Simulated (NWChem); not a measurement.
System: C$_{2}$H$_{5}$BF$_{2}$O; SMILES FB(CCO)F

Input file for NWChem:

```
start job
memory heap 200 mb stack 700 mb global 900 mb
geometry units angstroms noautosym nocenter noautoz
  O      0.134342     2.724295     0.086988
  C     -0.418118     1.424791    -0.072213
  C      0.625597     0.309191     0.046080
  B      0.049421    -1.149513     0.015884
  F     -1.257823    -1.391534     0.022005
  F      0.846916    -2.211309    -0.008531
  H      0.785227     2.858084    -0.619429
  H     -0.959475     1.337122    -1.028059
  H     -1.163400     1.328185     0.722981
  H      1.187773     0.441130     0.983028
  H      1.380535     0.401346    -0.750651
end
basis spherical
  * library 6-31g*
end
dft
  xc b3lyp
  iterations 150
end
property
  response 1 0.0773
end
task dft property
```

Output (shortened):

```
             Northwest Computational Chemistry Package (NWChem) 7.3.0
             --------------------------------------------------------

                             Geometry "geometry" -> ""
                             -------------------------

 Output coordinates in angstroms (scale by  1.889725989 to convert to a.u.)

  No.       Tag          Charge          X              Y              Z
 ---- ---------------- ---------- -------------- -------------- --------------
    1 O                    8.0000     0.13434200     2.72429500     0.08698800
    2 C                    6.0000    -0.41811800     1.42479100    -0.07221300
    3 C                    6.0000     0.62559700     0.30919100     0.04608000
    4 B                    5.0000     0.04942100    -1.14951300     0.01588400
    5 F                    9.0000    -1.25782300    -1.39153400     0.02200500
    6 F                    9.0000     0.84691600    -2.21130900    -0.00853100
    7 H                    1.0000     0.78522700     2.85808400    -0.61942900
    8 H                    1.0000    -0.95947500     1.33712200    -1.02805900
    9 H                    1.0000    -1.16340000     1.32818500     0.72298100
   10 H                    1.0000     1.18777300     0.44113000     0.98302800
   11 H                    1.0000     1.38053500     0.40134600    -0.75065100

 Effective nuclear repulsion energy (a.u.)     225.9940626984

                              NWChem Property Module
                              ----------------------

                                 NWChem DFT Module
                                 -----------------

 Summary of "ao basis" -> "ao basis" (spherical)
 ------------------------------------------------------------------------------
       Tag                 Description            Shells   Functions and Types
 ---------------- ------------------------------  ------  ---------------------
 O                           6-31g*                  6       14   3s2p1d
 C                           6-31g*                  6       14   3s2p1d
 B                           6-31g*                  6       14   3s2p1d
 F                           6-31g*                  6       14   3s2p1d
 H                           6-31g*                  2        2   2s

            General Information
            -------------------
          SCF calculation type: DFT
          Wavefunction type:  closed shell.
          No. of atoms     :    11
          No. of electrons :    48
           Alpha electrons :    24
            Beta electrons :    24
          Charge           :     0
          Spin multiplicity:     1
          Use of symmetry is: off; symmetry adaption is: off
          Maximum number of iterations: 150
          AO basis - number of functions:    94
                     number of shells:    46
          Convergence on energy requested:  1.00D-06
          Convergence on density requested:  1.00D-05
          Convergence on gradient requested:  5.00D-04

              XC Information
              --------------
                         B3LYP Method XC Potential
                     Hartree-Fock (Exact) Exchange  0.200
                        Slater Exchange Functional  0.800 local
                    Becke 1988 Exchange Functional  0.720 non-local
              Lee-Yang-Parr Correlation Functional  0.810
                  VWN I RPA Correlation Functional  0.190 local

             Grid Information
             ----------------
          Grid used for XC integration:  medium
          Radial quadrature: Mura-Knowles
          Angular quadrature: Lebedev.
          Tag              B.-S. Rad. Rad. Pts. Rad. Cut. Ang. Pts.
          ---              ---------- --------- --------- ---------
          O                   0.60       49          10.0       434
          C                   0.70       49           8.0       434
          B                   0.85       49          10.0       434
          F                   0.50       49          12.0       434
          H                   0.35       45          11.0       434
          Grid pruning is: on
          Number of quadrature shells:   519
          Spatial weights used:  Erf1

      Superposition of Atomic Density Guess
      -------------------------------------

 Sum of atomic energies:        -375.83677576

      Non-variational initial energy
      ------------------------------

 Total energy =    -378.296699
 1-e energy   =    -966.606099
 2-e energy   =     362.315337
 HOMO         =      -0.356859
 LUMO         =       0.099663

   convergence    iter        energy       DeltaE   RMS-Dens  Diis-err
 ---------------- ----- ----------------- --------- --------- ---------
 d= 0,ls=0.0,diis     1   -378.9659938784 -6.05D+02  1.46D-02  1.08D+00
 d= 0,ls=0.0,diis     2   -378.9358553208  3.01D-02  7.58D-03  1.74D+00
 d= 0,ls=0.0,diis     3   -379.0862069457 -1.50D-01  1.23D-03  3.96D-02
 d= 0,ls=0.0,diis     4   -379.0892539032 -3.05D-03  3.68D-04  2.60D-03
 d= 0,ls=0.0,diis     5   -379.0895150583 -2.61D-04  1.11D-04  2.65D-04
  Resetting Diis
 d= 0,ls=0.0,diis     6   -379.0895439373 -2.89D-05  2.16D-05  6.67D-06
 d= 0,ls=0.0,diis     7   -379.0895444723 -5.35D-07  1.42D-05  1.27D-06
 d= 0,ls=0.0,diis     8   -379.0895443580  1.14D-07  8.31D-06  2.59D-06

[...]

 DFT Linear Response polarizability / au
 Frequency  =       0.0773000 / au
 Wavelength =     589.4353558 / nm
              X              Y              Z
 -----------------------------------------------
 X      36.1791099      0.6775930     -1.0228968
 Y       0.6775551     40.2011900     -0.4930454
 Z      -1.0228857     -0.4930472     31.1606834
 -----------------------------------------------
 Eigenvalues =      36.2349190     40.3595272     30.9465372
 Isotropic   =      35.8469944
 Anisotropic =       8.1726298
 -----------------------------------------------

 Magnetic Dipole Response Matrix (nonzero elements):
```

Level: B3LYP/6-31G* (spherical d). The geometry was optimised at B3LYP/6-31G* (spherical d).
